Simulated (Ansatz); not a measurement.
`[NH2][Hf]([NH2])([OH])[Cl]`, charge 0, multiplicity 1.

(1) Give a relaxed structure at PBE0-D4/def2-TZVP (Ansatz). (Best estimate.)

Answers

(1) The calculation gave: 
Z-matrix (Å, degrees):
```
Hf
N 1 2.029
O 1 1.925 2 112.2
N 1 2.023 2 105.6 3 -115.9
Cl 1 2.385 2 108.0 3 123.0
H 2 1.011 1 125.7 3 -73.3
H 2 1.010 1 125.5 3 107.0
H 3 0.953 1 149.7 2 9.5
H 4 1.011 1 124.9 2 -70.4
H 4 1.010 1 125.9 2 117.0
```
This is one stationary point; other conformers may exist.
